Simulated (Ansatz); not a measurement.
Geometry optimisation, RHF/6-31G* in Ansatz.

The input (input.yaml):

```yaml
crystal:
  periodic: [false, false, false]
  atoms:
    - { symbol: Si, position_ang: [0.0, 0.0, 0.0] }
    - { symbol: F, position_ang: [0.0, 0.0, 1.94] }
    - { symbol: H, position_ang: [1.3768, 0.0, -0.4862] }
    - { symbol: H, position_ang: [-0.6877, 1.1914, -0.4862] }
    - { symbol: H, position_ang: [-0.6877, -1.1914, -0.4862] }
    - { symbol: "N", position_ang: [-2.0118, 0.0, 0.6685] }
    - { symbol: H, position_ang: [-2.7319, -0.6071, 0.1822] }
    - { symbol: Si, position_ang: [-2.5026, 1.0424, 2.0773] }
    - { symbol: H, position_ang: [-3.1705, 0.2206, 3.0824] }
    - { symbol: H, position_ang: [-1.3164, 1.6591, 2.6639] }
    - { symbol: H, position_ang: [-3.4153, 2.0851, 1.6175] }
    - { symbol: H, position_ang: [-1.1911, 0.0, 1.7191] }
basis:
  gaussian: { orbitals: "6-31G*" }
hamiltonian:
  xc: hf
relax:
  f_tol: 0.15
  max_steps: 25
  restrain:
    - { distance: [0, 5], at: 3.02, k: 30.0 }
    - { distance: [11, 1], at: 2.12, k: 30.0 }
    - { distance: [0, 1], at: 1.59, k: 30.0 }
    - { distance: [11, 5], at: 1.06, k: 30.0 }
```

Launched with:

```bash
$ ansatz run input.yaml --threads 1 --pin off --max-ram 2048MiB --backend cpu --events-out ev --progress --plain --runs-dir out
```

Question: Where does it end, and by what steps?

Answer: It converged. The restraints hold the end off the free minimum. After 13 steps the energy has fallen by 6.032 eV (the restraints' own energy left out); F2 moved furthest, 1.19 Å. Joined: N6–H12 (1.33 → 1.02 Å).

```csv
step,energy less start (eV),largest force component (eV/Å),accepted
0,0.0000,4.250,yes
1,-1.6330,4.267,yes
2,-2.8247,5.380,yes
3,-4.1212,3.851,yes
4,-5.1245,2.800,yes
5,-5.5752,2.368,yes
6,-5.8096,1.647,yes
7,-5.9554,1.088,yes
8,-6.0120,0.891,yes
9,-6.0240,0.833,yes
10,-6.0250,0.889,no
11,-6.0266,0.878,yes
12,-6.0294,0.932,yes
13,-6.0318,0.894,yes
```

```xyz
12
Properties=species:S:1:pos:R:3
Si 0.394 0.026 -0.225
F 0.548 -0.731 1.176
H 1.737 0.008 -0.835
H -0.009 1.423 -0.023
H -0.526 -0.713 -1.100
N -2.197 -0.156 1.327
H -2.834 -0.755 0.840
Si -2.854 1.194 2.200
H -3.694 0.836 3.366
H -1.729 2.009 2.695
H -3.690 1.980 1.272
H -1.484 -0.721 1.799
```

Time of the run: 29 s on 1 thread of Arm Neoverse V2 (shared host), peak memory 0.16 GiB.
